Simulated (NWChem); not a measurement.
System: C3H6Si; SMILES C#C[SiH2]C

NWChem input:

```
start job
memory heap 200 mb stack 900 mb global 1100 mb
geometry units angstroms noautoz
  Si    -0.593024    -0.531863    -0.000453
  C      0.891566    -1.695495    -0.000519
  C     -0.031699     1.223548    -0.000091
  C      0.364702     2.386851     0.000052
  H     -1.445119    -0.756987     1.219693
  H     -1.444890    -0.756476    -1.220850
  H      1.519131    -1.527144    -0.898057
  H      1.517965    -1.528713     0.898126
  H      0.554608    -2.751782    -0.001660
  H      0.709688     3.412788     0.000166
end
basis spherical
  * library def2-tzvp
end
dft
  xc m06-l
  iterations 150
  mulliken
end
task dft energy
```

Parts of the log:

```
             Northwest Computational Chemistry Package (NWChem) 7.3.0
             --------------------------------------------------------

 CS  symmetry detected

                             Geometry "geometry" -> ""
                             -------------------------

 Output coordinates in angstroms (scale by  1.889725989 to convert to a.u.)

  No.       Tag          Charge          X              Y              Z
 ---- ---------------- ---------- -------------- -------------- --------------
    1 Si                  14.0000    -0.60883539    -0.53109216     0.00000000
    2 C                    6.0000     0.86742654    -1.70527171     0.00000000
    3 C                    6.0000    -0.03501807     1.22027511     0.00000000
    4 C                    6.0000     0.36966091     2.38072441     0.00000000
    5 H                    1.0000    -1.46239637    -0.74988497     1.22027153
    6 H                    1.0000    -1.46239637    -0.74988497    -1.22027153
    7 H                    1.0000     1.49558650    -1.54217636    -0.89809165
    8 H                    1.0000     1.49558650    -1.54217636     0.89809165
    9 H                    1.0000     0.52295142    -2.75913138     0.00000000
   10 H                    1.0000     0.72194753     3.40417749     0.00000000

 Effective nuclear repulsion energy (a.u.)     136.2515916064

      Symmetry information
      --------------------

 Group name             Cs
 Group number              2
 Group order               2
 No. of unique centers     8

                                 NWChem DFT Module
                                 -----------------

 Summary of "ao basis" -> "ao basis" (spherical)
 ------------------------------------------------------------------------------
       Tag                 Description            Shells   Functions and Types
 ---------------- ------------------------------  ------  ---------------------
 Si                        def2-tzvp                13       37   5s5p2d1f
 C                         def2-tzvp                11       31   5s3p2d1f
 H                         def2-tzvp                 4        6   3s1p

      Symmetry analysis of basis
      --------------------------

        a'        110
        a"         56

            General Information
            -------------------
          SCF calculation type: DFT
          Wavefunction type:  closed shell.
          No. of atoms     :    10
          No. of electrons :    38
           Alpha electrons :    19
            Beta electrons :    19
          Charge           :     0
          Spin multiplicity:     1
          Use of symmetry is: on ; symmetry adaption is: on
          Maximum number of iterations: 150
          AO basis - number of functions:   166
                     number of shells:    70
          Convergence on energy requested:  1.00D-06
          Convergence on density requested:  1.00D-05
          Convergence on gradient requested:  5.00D-04

              XC Information
              --------------
                        M06-L Method XC Functional
                         M06-L Exchange Functional  1.000
                       M06-L Correlation Potential  1.000

             Grid Information
             ----------------
          Grid used for XC integration:  medium
          Radial quadrature: Mura-Knowles
          Angular quadrature: Lebedev.
          Tag              B.-S. Rad. Rad. Pts. Rad. Cut. Ang. Pts.
          ---              ---------- --------- --------- ---------
          Si                  1.10       88          12.0       590
          C                   0.70       49          13.0       434
          H                   0.35       45          14.0       434
          Grid pruning is: on
          Number of quadrature shells:   415
          Spatial weights used:  Erf1

      Superposition of Atomic Density Guess
      -------------------------------------

 Sum of atomic energies:        -404.84825030

      Non-variational initial energy
      ------------------------------

 Total energy =    -406.720391
 1-e energy   =    -824.727746
 2-e energy   =     281.755764
 HOMO         =      -0.344014
 LUMO         =       0.002921

      Symmetry analysis of molecular orbitals - initial
      -------------------------------------------------

  Numbering of irreducible representations:

     1 a'          2 a"

  Orbital symmetries:

     1 a'          2 a'          3 a'          4 a'          5 a'
     6 a'          7 a'          8 a"          9 a'         10 a'
    11 a'         12 a'         13 a'         14 a"         15 a'
    16 a"         17 a'         18 a'         19 a"         20 a'
    21 a"         22 a'         23 a'         24 a'         25 a'
    26 a'         27 a"         28 a"         29 a'

     ---------------------------------------------
      Total Density - Mulliken Population Analysis
     ---------------------------------------------

    Atom       Charge   Shell Charges
 -----------   ------   -------------------------------------------------------
    1 Si  14    13.46   2.00  0.59  1.39  0.84  0.46  4.11  1.73  0.51  1.19  0.38  0.11  0.13  0.03
    2 C    6     6.74   0.86  1.12  0.55  0.70  0.12  1.28  1.56  0.53  0.01  0.02  0.00
    3 C    6     6.33   0.86  1.12  0.59  0.75  0.09  1.20  1.30  0.35  0.01  0.05  0.01
    4 C    6     6.20   0.86  1.12  0.61  0.45  0.19  1.15  1.35  0.44  0.01  0.00  0.01
    5 H    1     1.04   0.22  0.54  0.27  0.01
    6 H    1     1.04   0.22  0.54  0.27  0.01
    7 H    1     0.81   0.23  0.43  0.13  0.02
    8 H    1     0.81   0.23  0.43  0.13  0.02
    9 H    1     0.81   0.23  0.43  0.12  0.02
   10 H    1     0.75   0.21  0.42  0.10  0.02

   convergence    iter        energy       DeltaE   RMS-Dens  Diis-err
 ---------------- ----- ----------------- --------- --------- ---------
 d= 0,ls=0.0,diis     1   -407.3648894878 -5.44D+02  7.41D-03  4.78D-01
 d= 0,ls=0.0,diis     2   -407.3843407985 -1.95D-02  3.29D-03  1.65D-01
 d= 0,ls=0.0,diis     3   -407.3578419691  2.65D-02  2.39D-03  3.29D-01
 d= 0,ls=0.0,diis     4   -407.3970342534 -3.92D-02  1.69D-03  2.64D-02
 d= 0,ls=0.0,diis     5   -407.4006043882 -3.57D-03  1.28D-03  7.11D-04
  Resetting Diis
 d= 0,ls=0.0,diis     6   -407.4007723220 -1.68D-04  2.29D-04  2.16D-04
 d= 0,ls=0.0,diis     7   -407.4007952751 -2.30D-05  1.63D-04  5.26D-05
 d= 0,ls=0.0,diis     8   -407.4007886820  6.59D-06  3.99D-05  9.94D-05
 d= 0,ls=0.0,diis     9   -407.4008015403 -1.29D-05  7.08D-06  3.94D-06
 d= 0,ls=0.0,diis    10   -407.4008019421 -4.02D-07  4.37D-06  7.98D-07

         Total DFT energy =     -407.400801942099
      One electron energy =     -829.014395252517
           Coulomb energy =      324.726253108521
    Exchange-Corr. energy =      -39.364251404538
 Nuclear repulsion energy =      136.251591606435

 Numeric. integr. density =       37.999992968242

                  Occupations of the irreducible representations
                  ----------------------------------------------

                     irrep           alpha         beta
                     --------     --------     --------
                     a'               15.0         15.0
                     a"                4.0          4.0

                       DFT Final Molecular Orbital Analysis
                       ------------------------------------

 Vector   17  Occ=2.000000D+00  E=-3.089761D-01  Symmetry=a'
              MO Center=  1.2D-01, -8.3D-01,  1.1D-13, r^2= 3.2D+00
   Bfn.  Coefficient  Atom+Function         Bfn.  Coefficient  Atom+Function
  ----- ------------  ---------------      ----- ------------  ---------------
    15      0.243624   1 Si px               43     -0.233299   2 C  px
    46     -0.197921   2 C  px               44      0.138740   2 C  py
    47      0.130201   2 C  py               74      0.118095   3 C  px
   132     -0.110304   5 H  s               138     -0.110304   6 H  s
    12      0.107191   1 Si px                6     -0.105373   1 Si px

 Vector   18  Occ=2.000000D+00  E=-2.576478D-01  Symmetry=a"
              MO Center= -1.2D-02,  1.5D+00, -2.0D-13, r^2= 2.5D+00
   Bfn.  Coefficient  Atom+Function         Bfn.  Coefficient  Atom+Function
  ----- ------------  ---------------      ----- ------------  ---------------
   107      0.294109   4 C  pz               76      0.277932   3 C  pz
   110      0.254020   4 C  pz               79      0.242420   3 C  pz
   113      0.132137   4 C  pz               82      0.115097   3 C  pz
   132     -0.101279   5 H  s               138      0.101279   6 H  s
   133     -0.070704   5 H  s               139      0.070704   6 H  s

 Vector   19  Occ=2.000000D+00  E=-2.573381D-01  Symmetry=a'
              MO Center=  1.6D-01,  1.4D+00,  2.1D-13, r^2= 2.8D+00
   Bfn.  Coefficient  Atom+Function         Bfn.  Coefficient  Atom+Function
  ----- ------------  ---------------      ----- ------------  ---------------
   105      0.275336   4 C  px               74      0.258287   3 C  px
   108      0.239105   4 C  px               77      0.226307   3 C  px
   111      0.120100   4 C  px               80      0.103540   3 C  px
   106     -0.094367   4 C  py               75     -0.091390   3 C  py
    43      0.088659   2 C  px               44     -0.087511   2 C  py

 Vector   20  Occ=0.000000D+00  E=-2.417854D-02  Symmetry=a'
              MO Center= -1.5D-02,  1.1D+00,  4.4D-15, r^2= 4.1D+00
   Bfn.  Coefficient  Atom+Function         Bfn.  Coefficient  Atom+Function
  ----- ------------  ---------------      ----- ------------  ---------------
    42      0.720849   2 C  s               111      0.404404   4 C  px
    73     -0.354808   3 C  s                80     -0.324370   3 C  px
    19      0.296238   1 Si py               18     -0.267354   1 Si px
   105      0.268661   4 C  px              157     -0.253273   9 H  s
   108      0.251608   4 C  px              112     -0.213560   4 C  py

 Vector   21  Occ=0.000000D+00  E=-2.204813D-02  Symmetry=a"
              MO Center= -2.3D-03,  1.3D+00, -3.7D-15, r^2= 3.5D+00
   Bfn.  Coefficient  Atom+Function         Bfn.  Coefficient  Atom+Function
  ----- ------------  ---------------      ----- ------------  ---------------
   113      0.475012   4 C  pz               82     -0.390612   3 C  pz
   133      0.320956   5 H  s               139     -0.320956   6 H  s
   107      0.292736   4 C  pz               20     -0.285237   1 Si pz
   110      0.270619   4 C  pz               76     -0.238393   3 C  pz
    79     -0.220088   3 C  pz               17     -0.181436   1 Si pz

 Vector   22  Occ=0.000000D+00  E= 4.253695D-02  Symmetry=a'
              MO Center= -6.2D-01, -7.6D-01,  1.6D-14, r^2= 6.1D+00
   Bfn.  Coefficient  Atom+Function         Bfn.  Coefficient  Atom+Function
  ----- ------------  ---------------      ----- ------------  ---------------
    42      1.713632   2 C  s                19      1.667449   1 Si py
    81      1.276796   3 C  py              104     -1.100391   4 C  s
   112      1.022453   4 C  py              163     -0.901223  10 H  s
    80      0.600267   3 C  px              145     -0.540307   7 H  s
   151     -0.540307   8 H  s                16      0.515069   1 Si py

     ---------------------------------------------
      Total Density - Mulliken Population Analysis
     ---------------------------------------------

    Atom       Charge   Shell Charges
 -----------   ------   -------------------------------------------------------
    1 Si  14    13.43   2.00  0.59  1.38  0.84  0.45  4.12  1.70  0.58  1.28  0.14  0.14  0.17  0.03
    2 C    6     6.33   0.85  1.12  0.51  0.65  0.16  1.30  1.27  0.47  0.01 -0.01 -0.00
    3 C    6     6.31   0.86  1.12  0.52  1.04 -0.04  1.25  1.03  0.48  0.01  0.04  0.01
    4 C    6     6.18   0.86  1.12  0.56  0.55  0.12  1.25  1.20  0.53  0.01 -0.03  0.01
    5 H    1     1.08   0.25  0.59  0.23  0.01
    6 H    1     1.08   0.25  0.59  0.23  0.01
    7 H    1     0.92   0.27  0.57  0.06  0.03
    8 H    1     0.92   0.27  0.57  0.06  0.03
    9 H    1     0.93   0.27  0.57  0.06  0.03
   10 H    1     0.81   0.26  0.51  0.02  0.02

     -------------------------------------------
      Total Density - Lowdin Population Analysis
     -------------------------------------------

    Atom       Charge   Shell Charges
 -----------   ------   -------------------------------------------------------
    1 Si  14    13.68   2.00  0.84  1.09  0.49  0.29  3.85  1.88  0.69  1.19  0.55  0.15  0.53  0.13
    2 C    6     6.43   0.91  1.04  0.38  0.38  0.19  1.13  1.50  0.73  0.01  0.14  0.01
    3 C    6     6.22   0.91  1.03  0.38  0.40  0.21  1.09  1.31  0.66  0.01  0.18  0.04
    4 C    6     6.09   0.91  1.03  0.39  0.40  0.20  1.08  1.29  0.62  0.01  0.12  0.04
    5 H    1     1.04   0.25  0.49  0.28  0.02
    6 H    1     1.04   0.25  0.49  0.28  0.02
    7 H    1     0.88   0.25  0.41  0.16  0.06
    8 H    1     0.88   0.25  0.41  0.16  0.06
    9 H    1     0.88   0.25  0.41  0.16  0.06
   10 H    1     0.88   0.25  0.40  0.17  0.07

     Multipole analysis of the density
     ---------------------------------

     L   x y z        total         alpha         beta         nuclear
     -   - - -        -----         -----         ----         -------
     0   0 0 0      0.000000    -19.000000    -19.000000     38.000000

     1   1 0 0      0.295873      0.147936      0.147936      0.000000
     1   0 1 0     -0.081624     -0.040812     -0.040812     -0.000000
     1   0 0 1      0.000000      0.000000      0.000000      0.000000

     2   2 0 0    -25.064955    -48.380256    -48.380256     71.695557
     2   1 1 0      1.114257      1.859241      1.859241     -2.604226
     2   1 0 1     -0.000000     -0.000000     -0.000000      0.000000
     2   0 2 0    -20.180465   -169.753509   -169.753509    319.326554
     2   0 1 1     -0.000000     -0.000000     -0.000000      0.000000
     2   0 0 2    -25.297488    -20.846591    -20.846591     16.395693
```

Level: M06-L/def2-TZVP. Coordinates come from a PBE-D3(BJ)/def2-SVP optimisation.
